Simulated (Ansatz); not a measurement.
`N[Si](F)(Cl)Cl` + `N=C=O` → `O=C=N[Si](F)(Cl)Cl` + NH₃ at 298.15 K and 1 bar (ligand exchange at the Si–N bond).

Program: Ansatz. Geometries: PBE0-D4/def2-TZVP. ΔE: electronic, gas phase. CBS: MP2 limit from def2 TZ/QZ plus the TZ coupled-cluster correction, frozen cores. This one scheme is used for every species. Each species was taken in one conformer, which may not be the lowest.

| species | CCSD(T)/CBS energy (Eh) | H − E (kJ/mol) | S (J/(mol·K)) |
| --- | --- | --- | --- |
| `N[Si](F)(Cl)Cl` | -1364.55198 | 106.9 | 349.5 |
| `N=C=O` | -168.51995 | 67.5 | 238.3 |
| `O=C=N[Si](F)(Cl)Cl` | -1476.57281 | 78.9 | 389.9 |
| NH₃ | -56.50880 | 100.5 | 192.4 |

H − E and S are ideal-gas, rigid-rotor, harmonic terms from PBE0-D4/def2-TZVP, for one conformer and one mirror image of each species. 1 Eh = 2625.50 kJ/mol, R = 8.31446 J/(mol·K).

Q: By hand: ΔE, ΔH, ΔS and ΔG.

A: ΔE = (-1476.57281) + (-56.50880) − (-1364.55198) − (-168.51995) = -0.00968 Eh = -25.4 kJ/mol. Δ(H − E) = 78.9 + 100.5 − 106.9 − 67.5 = 5.0, so ΔH = -20.4 kJ/mol. ΔS = 389.9 + 192.4 − 349.5 − 238.3 = -5.5 J/(mol·K). ΔG = -20.4 − 298.15 × (-5.5)/1000 = -18.8 kJ/mol.

Q: By hand: the equilibrium constant, and the temperature at which ΔG would vanish if ΔH and ΔS stayed fixed.

A: log₁₀ K = −ΔG/(RT ln 10) = 3.3. ΔG = 0 at ΔH/ΔS = 3709 K, far beyond where these terms or the molecules hold.

The number of gas molecules stays the same, so ΔS is small and ΔH decides. A doubt of 5 kJ/mol in ΔE shifts log₁₀ K by 0.9 here. Other conformers and mirror images would add mixing entropy, several J/(mol·K) or more a flexible species. Modes under 60 cm⁻¹, often nearly free rotors, make the harmonic entropy too high. These are equilibria of isolated gas molecules and say nothing of rates. Largest T1 diagnostic: 0.018 (customary marks: 0.02 for closed shells, 0.045 for open ones).
